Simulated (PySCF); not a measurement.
These compounds are isomers of formula C7H11N3.

A. SMILES CC1=C(N(C)C)C=NN=C1
B. SMILES Cc1ncnnc1C(C)C
C. `CC(C)(C)c1ncncn1`
D. `n1(CC)nnc(C=C)c1C`

Spectrum 1. ¹³C{¹H} NMR (computed): δ 193.3 (C), 172.4 (CH), 42.0 (C), 30.7 (CH3).

Spectrum 2. ¹³C{¹H} NMR (computed): δ 156.9 (CH), 152.0 (C), 143.7 (CH), 127.4 (C), 42.6 (CH3), 18.7 (CH3).

Spectrum 3. ¹³C{¹H} NMR (computed): δ 148.3 (C), 133.7 (C), 130.3 (CH), 121.4 (CH2), 44.4 (CH2), 18.3 (CH3), 9.4 (CH3).

Spectrum 4. ¹³C{¹H} NMR (computed): δ 173.3 (C), 161.2 (CH), 160.7 (C), 34.8 (CH), 24.4 (CH3), 24.3 (CH3).

[PySCF 2.14: shielding tensors at PBE0/pcSseg-1 (GIAO); geometry: GFN2-xTB; equivalent nuclei averaged; non-relativistic Hamiltonian; one conformer; in vacuum]

δ = σ(ref) − σ, references computed at the same level: ¹³C (186.93 ppm) vs TMS. Shifts are as computed. Against solution values, carbons near 30 ppm lie about +3 ppm off and those near 130 ppm about +5 ppm. Of 1211 compounds with measured shifts, 218 miss one by over three times the rms of a fit or turn the order of signals round; such compounds aren't used in these exercises.

Q: Which spectrum belongs to which compound?

A: 1–C, 2–A, 3–D, 4–B.

- Spectrum 1 (C): 4 ¹³C signals; δC 42.0 is a quaternary sp3 carbon on an aromatic ring; δC 30.7 is a methyl carbon.
- Spectrum 2 (A): 6 ¹³C signals; δC 156.9 is an aromatic CH next to a ring nitrogen; δC 152.0 is an aromatic carbon bearing nitrogen.
- Spectrum 3 (D): 7 ¹³C signals; δC 130.3 is an alkene CH; δC 121.4 is a terminal =CH2 carbon.
- Spectrum 4 (B): 6 ¹³C signals; δC 34.8 is an sp3 CH on an aromatic ring; δC 24.4 is a methyl carbon.
